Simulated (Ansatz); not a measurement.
Gas-phase electronic energies from Ansatz, PBE0-D4/def2-TZVP geometries. CCSD(T)/CBS is the MP2 limit (def2-TZVPP, def2-QZVPP) plus CCSD(T) − MP2 in def2-TZVPP, frozen cores. This one scheme is used for every species. Functionals use def2-TZVPP. For Ge outer-core shells are correlated without core-valence functions, which leaves a few kJ/mol of doubt a bond. Scalar relativity is left out up to krypton. One conformer a species, not always the lowest.

`C[O][GeH]([OH])[Cl]` + H–F → `C[O][GeH]([F])[Cl]` + H₂O  (ligand exchange at a Ge–O bond)

| species | PBE energy (Eh) |
| --- | --- |
| `C[O][GeH]([OH])[Cl]` | -2728.22849 |
| H–F | -100.39340 |
| `C[O][GeH]([F])[Cl]` | -2752.25099 |
| H₂O | -76.38007 |

(1) Work out ΔE.

Largest T1 diagnostic among the species: 0.012.

Results:

(1) ΔE = (-2752.25099) + (-76.38007) − (-2728.22849) − (-100.39340) = -0.00917 Eh = -0.25 eV. CCSD(T)/CBS gives -0.20 eV.

The D4 term adds +0.03 eV with B3LYP and +0.02 eV with PBE0; it sums over pairs of atoms, weighted by their polarisabilities, and B3LYP, whose exchange is more repulsive, gets the larger term. Leaving LDA and LC-ωPBE aside and taking each functional with its dispersion term where it has one, the values, not all of them listed here, spread over 0.09 eV, from B97M-V to PBE-QIDH. LDA lies +0.07 eV from PBE without D4. In def2-TZVPP, CCSD(T) changes the Hartree–Fock value by +0.10 eV (the triples alone add +0.01 eV) and MP2 by +0.13 eV.

B3LYP here is the variant with VWN-RPA as its local correlation; programs differ in this.
